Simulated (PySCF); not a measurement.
# Magnetic susceptibility: SMILES O=C(O)[C@@H]1C=CCCO1, C6H8O3

Geometry (Å), atoms numbered from 1 in this order:
```xyz
17

O     1.404   -1.829   -0.820
C     1.745   -0.742   -0.446
O     2.965   -0.492    0.044
C     0.876    0.518   -0.410
C     0.379    0.654    1.007
C    -0.905    0.546    1.308
C    -1.938    0.293    0.255
C    -1.267   -0.277   -0.996
O    -0.145    0.502   -1.373
H     3.501   -1.302    0.051
H     1.519    1.369   -0.663
H     1.140    0.831    1.750
H    -1.249    0.662    2.325
H    -2.696   -0.401    0.622
H    -2.435    1.237    0.011
H    -1.938   -0.244   -1.856
H    -0.962   -1.314   -0.819
```

Theory: PySCF 2.14.0, GIAO KT3/pcSseg-1 magnetisability, rotational g tensor and spin-rotation constants, non-relativistic, gas phase. Geometry: GFN2-xTB.

(1) What are the magnetisability and the molar susceptibility?

(2) Split it along the inertial axes a, b, c into diamagnetic and paramagnetic parts about the centre of mass, with the quadrupole moment.

(3) And the rotational g tensor?

## Answers

(1) Isotropic -1112 × 10⁻³⁰ J/T², or -67.0 × 10⁻⁶ cm³/mol; principal values -1191, -1095, -1050 × 10⁻³⁰ J/T², anisotropy 124 × 10⁻³⁰ J/T² (root of half the summed squared differences of the principal values). The susceptibility is in cgs units.

(2) 
```csv
axis,χ (10⁻⁶ cm³/mol),diamagnetic (10⁻⁶ cm³/mol),paramagnetic (10⁻⁶ cm³/mol),summed x² of all electrons (Å²),quadrupole Θ (D Å)
a,-65.0,-485.1,420.1,196.4,+10.93
b,-65.2,-996.7,931.4,75.8,-5.14
c,-70.7,-1154.7,1084.0,38.5,-5.78
```
Anisotropies 2χaa − χbb − χcc = +6.0 and 2χbb − χaa − χcc = +5.2 × 10⁻⁶ cm³/mol. Θ is traceless in Buckingham's convention.

(3) 
| axis | rotational constant (GHz) | g | nuclear part | electronic part |
| --- | --- | --- | --- | --- |
| a | 3.1514 | -0.0454 | 0.5766 | -0.6220 |
| b | 1.3157 | -0.0129 | 0.5628 | -0.5757 |
| c | 1.1244 | -0.0080 | 0.5647 | -0.5726 |

Asymmetric top; isotopes 12C, 1H, 16O; no vibrational averaging.
